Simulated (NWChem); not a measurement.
Species: C₂H₆OSi; SMILES O=CC[SiH3]

```xyz
10

O     -0.4214     2.1386    -0.2073
C      0.2020     1.3037     0.3924
C      0.8217     0.0920    -0.2270
Si    -0.2463    -1.4665     0.0014
H      0.3364     1.3803     1.5048
H      1.7967    -0.1213     0.2425
H      0.9556     0.2576    -1.3076
H     -1.5486    -1.3022    -0.7061
H     -0.5001    -1.6990     1.4554
H      0.4900    -2.6371    -0.5601
```
Atoms are numbered in this order, from 1.

Results from NWChem. Pople sets run with spherical d functions. All runs use the structure optimised with PBE0/def2-SVP. GIAO values for the isolated, static molecule; σ is the absolute isotropic shielding, δ = σ(reference) − σ with the isolated reference molecule computed at the same levels (13C: tetramethylsilane, 1H: tetramethylsilane, 17O: water, 29Si: tetramethylsilane).

```tsv
level	δ O1 (ppm)	δ C2 (ppm)	δ C3 (ppm)	δ Si4 (ppm)	δ H5 (ppm)	δ H7 (ppm)	δ H8 (rotor mean) (ppm)
B3LYP/6-31G*	607.2	179.8	28.0	-40.9	9.81	1.81	4.07
BHandHLYP/pcSseg-1	709.7	200.7	30.6	-69.1	9.41	2.06	3.84
Hartree-Fock/6-31G*	619.8	186.8	24.5	-44.2	9.60	1.93	4.14
LDA (Slater exchange, VWN5)/pcSseg-1	(withheld)	(withheld)	(withheld)	(withheld)	(withheld)	(withheld)	(withheld)
```

Task: Some entries are withheld; supply them.

Result: 
- LDA (Slater exchange, VWN5)/pcSseg-1, δ O1 (ppm): 729.2
- LDA (Slater exchange, VWN5)/pcSseg-1, δ C2 (ppm): 205.5
- LDA (Slater exchange, VWN5)/pcSseg-1, δ C3 (ppm): 34.4
- LDA (Slater exchange, VWN5)/pcSseg-1, δ Si4 (ppm): -81.3
- LDA (Slater exchange, VWN5)/pcSseg-1, δ H5 (ppm): 10.04
- LDA (Slater exchange, VWN5)/pcSseg-1, δ H7 (ppm): 2.12
- LDA (Slater exchange, VWN5)/pcSseg-1, δ H8 (rotor mean) (ppm): 4.22
